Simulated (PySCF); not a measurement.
# Working out the ionisation energy of I

I [Kr] 4d10 5s2 5p5 (2P) → I⁺ [Kr] 4d10 5s2 5p4 (3P). Computed with PySCF 2.14 in aug-cc-pwCVTZ-DK3, with the spin-free X2C one-electron Hamiltonian (Gaussian nucleus). Frozen: [Ar] 3d10. Energies in hartree (1 hartree = 27.21139 eV):

```json
{"part": "UHF", "I (lower)": "-7112.417967", "I⁺ (upper)": "-7112.067283"}
{"part": "MP2 opposite-spin", "I (lower)": "-0.564274", "I⁺ (upper)": "-0.540686"}
{"part": "MP2 same-spin", "I (lower)": "-0.297120", "I⁺ (upper)": "-0.287872"}
```

**Question.** What does Hartree-Fock give?

**Answer.** (-7112.067283) − (-7112.417967) = 0.350684 hartree = 9.543 eV.

**Question.** What do MP2 and SCS-MP2 (6/5 opposite-spin, 1/3 same-spin) give?

**Answer.** The opposite-spin parts differ by 0.642 eV and the same-spin parts by 0.252 eV. MP2: 9.543 + (0.642) + (0.252) = 10.437 eV. SCS-MP2: 9.543 + 1.2 × (0.642) + (0.252)/3 = 10.397 eV.

Measured between the centres of the two terms (NIST): 10.519 eV, so MP2 (valence and next inner shell) is off by -0.082 eV.

What remains against the reference includes basis incompleteness, the frozen core and correlation beyond second order.
